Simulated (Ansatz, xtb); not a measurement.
System: C₄H₁₁Ge (charge -1, singlet). It need not be the lowest isomer of its formula. Whether it binds its extra electron was not tested at this geometry. SMILES: C[C](C)(C)[GeH2-]
Structure (B3LYP-D3(BJ)/def2-TZVP (Ansatz, a program for electronic structure) minimum search):
```xyz
16

Ge     0.6234     1.0802     0.1898
C     -0.3929    -0.7428    -0.1121
C     -0.6299    -1.3870     1.2518
C      0.5027    -1.6539    -0.9485
C     -1.7311    -0.5668    -0.8223
H      0.3697     1.5937    -1.3320
H     -0.6994     1.8457     0.7451
H     -1.1129    -2.3756     1.1565
H      0.3101    -1.5274     1.7938
H     -1.2768    -0.7623     1.8746
H      1.4757    -1.8021    -0.4707
H      0.6856    -1.2247    -1.9379
H      0.0465    -2.6488    -1.0960
H     -1.5962    -0.1068    -1.8036
H     -2.3967     0.0818    -0.2486
H     -2.2463    -1.5365    -0.9698
```
Charge -1, spin multiplicity 1.

Harmonic wavenumbers from GFN2-xTB (xtb, at its own minimum), cm⁻¹: 133, 186, 206, 221, 248, 254, 260, 379, 380, 502, 640, 656, 849, 868, 952, 971, 974, 1029, 1030, 1081, 1171, 1202, 1228, 1232, 1396, 1397, 1420, 1507, 1513, 1515, 1523, 1527, 1530, 2811, 2836, 2849, 2955, 2964, 2989, 2993, 2999, 3008.

Give the harmonic wavenumbers at B3LYP-D3(BJ)/def2-TZVP (Ansatz, finite differences of forces, unscaled).

140, 211, 223, 249, 252, 277, 288, 377, 380, 495, 668, 674, 812, 872, 947, 949, 954, 1032, 1035, 1179, 1217, 1220, 1376, 1376, 1403, 1469, 1477, 1479, 1486, 1491, 1503, 1714, 1715, 2863, 2904, 2914, 3022, 3026, 3043, 3056, 3059, 3080 cm⁻¹. Zero-point energy 82.8 kcal/mol.

From these and the geometry, give the ideal-gas thermochemistry at 298.15 K and 1 atm (rigid rotor, harmonic oscillator).

Point group Cs, rotational symmetry number 1. Rotational constants 4.414, 1.85, 1.847 GHz. S(trans) 40.54, S(rot) 27.46, S(vib) 17.84, S(elec, spin only) 0.00, S 85.8 cal/(mol K). H(298) - H(0) 5.61 kcal/mol; G - E(el) 62.8 kcal/mol.
